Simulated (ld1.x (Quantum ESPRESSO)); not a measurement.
# Tm (Z = 69): one change to a TM potential, before and after

- Element: thulium
- Generator: ld1.x (Quantum ESPRESSO) 7.5
- Type: norm-conserving Troullier–Martins (Kleinman–Bylander form)
- Functional: PBEsol
- Relativity: fully relativistic
- Frozen core: [Xe]
- Valence charge: 15
- Reference configuration: 4f13 5d0 6s1.75 6p0.25
- Partial waves: 6s (bound): rc 2.30 bohr; 6p (bound): rc 3.60 bohr; 4f (bound): rc 1.30 bohr; 5d (bound, empty): rc 3.35 bohr
- Local potential: the d channel
- Core correction: none

Open shells are filled in proportion to 2j + 1 (rel_dist='average').

Change: wave 6p (bound): rc 3.60 bohr becomes 6p (bound): rc 2.88 bohr.

Cutoffs: the cutoffs (Ry, on a coarse ladder) from which the occupation-weighted sum of valence levels, in a spherical-Bessel basis at the reference potential, stays within 10 and 1 mRy of its value at 400 Ry; they do not see the model core or the augmentation charge, which bear on the density cutoff. Errors are all-electron minus pseudo energies relative to the spin-unpolarised reference configuration.

**Question.** How do hardness, ghosts and transferability respond?

**Answer.** Both files keep a bound ghost (s); of the 7 tests that both files solve, the error grows in 2 and shrinks in 0 by more than 15 % and 0.3 meV (median size 69.6 → 123.9 meV).

```tsv
quantity	base	changed
cutoff, loose	260 Ry	260 Ry
cutoff, tight	over 300 Ry	over 300 Ry
bound ghosts	s	s
error for 4f13 5d0 6s2 6p0, meV [ΔE -0.70 eV]	+0.2	+0.5
error for 4f13 5d0 6s1 6p0, meV [ΔE 5.77 eV]	-6.0	-6.7
error for 4f13 5d0 6s0 6p0, meV [ΔE 17.76 eV]	+190	+188
error for 4f13 5d0 6s0 6p1, meV [ΔE 9.44 eV]	+183	+303
error for 4f12 5d0 6s0 6p0, meV [ΔE 44.13 eV]	-902	-923
error for 4f13 5d1 6s1 6p0, meV [ΔE 2.40 eV]	+15	+16
error for 4f13 5d0 6s0 6p2, meV [ΔE 5.19 eV]	+70	+124
```

Base: These tests converged, but a pseudo level misses the all-electron one widely, so the file describes the atom poorly there or has found another state: 4f13 5d0 6s0 6p0: empty 6p by 2.2 eV (a node warning on the way); 4f12 5d0 6s0 6p0: 4f by 2.5 eV. Changed file: These tests converged, but a pseudo level misses the all-electron one widely, so the file describes the atom poorly there or has found another state: 4f12 5d0 6s0 6p0: 4f by 2.5 eV. A true bound ghost makes a file unfit for plane-wave use even where its test errors are small: the radial tests pick states by their node count and pass the ghost by.
